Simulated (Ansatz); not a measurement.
CH10AlBSi2, SMILES `C[SiH2][B]([AlH2])[SiH3]`. Total charge 0; spin multiplicity 1.

```xyz
15

C    -0.062   -1.405    1.822
Si    0.257    0.402    1.384
B    -0.154    0.540   -0.573
Al   -2.021    1.152   -1.282
Si    1.361    0.010   -1.758
H     0.136   -1.567    2.884
H     0.591   -2.065    1.248
H    -1.098   -1.685    1.623
H    -0.589    1.271    2.255
H     1.679    0.745    1.683
H    -2.286    2.665   -1.702
H    -3.210    0.097   -1.383
H     2.318   -0.954   -1.141
H     0.995   -0.513   -3.105
H     2.083    1.306   -1.957
```

Task: Give the diagnostics of a CCSD(T)/def2-TZVPP run (frozen core, Ansatz 0.2.0). (Estimate.)

Result: Ansatz gave: T1 = 0.0137, largest single amplitude 0.030, largest double 0.034, (T) share of the correlation energy 3.5 %, 10 CCSD cycles. The RHF solution is stable towards an unrestricted one. T1 lies under the customary mark of 0.02 for closed shells.
